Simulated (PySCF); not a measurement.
C4H3F2NO.
SMILES with atom numbers: `[F:1][CH:2]([F:3])[c:4]1[cH:5][n:6][o:7][cH:8]1` (hydrogens: H9 on C2; H10 on C5; H11 on C8)

Cartesian coordinates in Å at the PBE0-D3(BJ)/def2-SVP level; atoms count from 1:
```xyz
11
C4H3F2NO angstrom
F     -1.6574   -1.4301   -0.7969
C     -1.4548   -0.3221   -0.0518
F     -2.1179    0.7058   -0.6252
C      0.0001   -0.0188    0.0161
C      0.6474    1.1322    0.5463
N      1.9451    1.0459    0.4315
O      2.1896   -0.1518   -0.1688
C      1.0444   -0.7801   -0.4150
H     -1.9044   -0.4944    0.9427
H      0.2043    2.0203    0.9968
H      1.1079   -1.7519   -0.8997
```

Theory: core-valence-separated Tamm–Dancoff BHandHLYP/aug-pcX-1 (pcseg-1 on H) in PySCF, non-relativistic, gas phase, PBE0-D3(BJ)/def2-SVP geometry. The energies are unshifted.

**Question.** What does the F 1s absorption edge look like?

**Answer.** 
```json
{"E (eV)": "686.03", "f": "0.0265", "core hole on": "F3", "main final orbital": "spread"}
{"E (eV)": "686.33", "f": "0.0255", "core hole on": "F1", "main final orbital": "spread"}
{"E (eV)": "687.27", "f": "0.0072", "core hole on": "F1", "main final orbital": "LUMO (44 %)"}
{"E (eV)": "687.31", "f": "0.0102", "core hole on": "F3", "main final orbital": "LUMO+1 (43 %)"}
{"E (eV)": "687.44", "f": "0.0053", "core hole on": "F1/F3", "main final orbital": "LUMO/LUMO+1 (2 roots, f summed)"}
{"E (eV)": "687.76", "f": "0.0088", "core hole on": "F3", "main final orbital": "LUMO+3 (37 %)"}
{"E (eV)": "687.96", "f": "0.0118", "core hole on": "F1", "main final orbital": "spread"}
{"E (eV)": "688.09", "f": "0.0011", "core hole on": "F3", "main final orbital": "LUMO+4 (57 %)"}
{"E (eV)": "688.24", "f": "0.0042", "core hole on": "F1", "main final orbital": "LUMO+4 (37 %)"}
```

The first line with a tenth or more of the strongest one's intensity is at 686.03 eV (f = 0.027), with the hole on F3 (fluorine of a CF2 group). It is also the strongest listed.

**Question.** Give energies, oscillator strengths and core holes at the C K edge.

**Answer.** 
```csv
E (eV),f,core hole on,main final orbital,polarisation
283.69,0.0537,C5,LUMO (44 %),normal to the local trigonal plane
283.85,0.0558,C4,LUMO (52 %),normal to the local trigonal plane
284.11,0.0718,C8,LUMO (74 %),normal to the local trigonal plane
285.86,0.0076,C4,LUMO (40 %),normal to the local trigonal plane
286.99,0.0057,C5,LUMO (50 %),normal to the local trigonal plane
287.26,0.0199,C5,LUMO+3 (52 %),in the local trigonal plane
287.34,0.0023,C4,LUMO+1 (43 %),mixed
287.66,0.0019,C4,LUMO+2 (34 %),mixed
287.76,0.0063,C4,LUMO+3 (45 %),in the local trigonal plane
288.10,0.0246,C8,LUMO+2 (67 %),in the local trigonal plane
288.15,0.0025,C4,LUMO+4 (83 %),mixed
288.41,0.0034,C4,LUMO+7 (35 %),in the local trigonal plane
288.44,0.0046,C5,LUMO+1 (39 %),mixed
288.62,0.0017,C5,LUMO+2 (60 %),mixed
288.63,0.0023,C4,spread,in the local trigonal plane
288.70,0.0013,C8,LUMO+1 (38 %),normal to the local trigonal plane
288.80,0.0131,C4,LUMO+6 (36 %),in the local trigonal plane
288.93,0.0027,C5,LUMO+4 (47 %),mixed
289.12,0.0164,C8,spread,in the local trigonal plane
```

The first line with a tenth or more of the strongest one's intensity is at 283.69 eV (f = 0.054), with the hole on C5 (aromatic CH next to a ring nitrogen), polarised normal to the local trigonal plane: a 1s→π* resonance. The strongest listed is at 284.11 eV (f = 0.072; C8, 1s→π*).

**Question.** What does the N 1s absorption edge look like?

**Answer.** 
| E (eV) | f | core hole on | main final orbital |
| --- | --- | --- | --- |
| 397.90 | 0.0599 | N6 | LUMO (66 %) |
| 400.83 | 0.0736 | N6 | spread |
| 402.65 | 0.0013 | N6 | spread |
| 403.04 | 0.0014 | N6 | LUMO+3 (53 %) |
| 403.60 | 0.0008 | N6 | LUMO+2 (67 %) |
| 403.89 | 0.0005 | N6 | LUMO+1 (33 %) |
| 404.05 | 0.0008 | N6 | LUMO+4 (51 %) |

The first line with a tenth or more of the strongest one's intensity is at 397.90 eV (f = 0.060), with the hole on N6 (pyridine-type nitrogen). The strongest listed is at 400.83 eV (f = 0.074; N6).

Roots within 0.03 eV whose holes lie on the same, on equivalent or on shared atoms are summed into one line, and the highest roots are left out, as the search may have cut off their partners. Final orbitals are the ground state's empty Kohn–Sham orbitals. A dash: too weak, shared between unlike atoms, or no plane or axis to refer to.

**Question.** What length of transition dipole belongs to the line at 686.33 eV?

**Answer.** From f = (2/3) ΔE |μ|² in atomic units, with ΔE = 25.222 Eh and f = 0.0255: |μ| = 0.039 au = 0.10 D.

The ionisation thresholds weren't computed; near and above them a finite basis only mimics Rydberg series and continuum.

One conformer stands for the species.
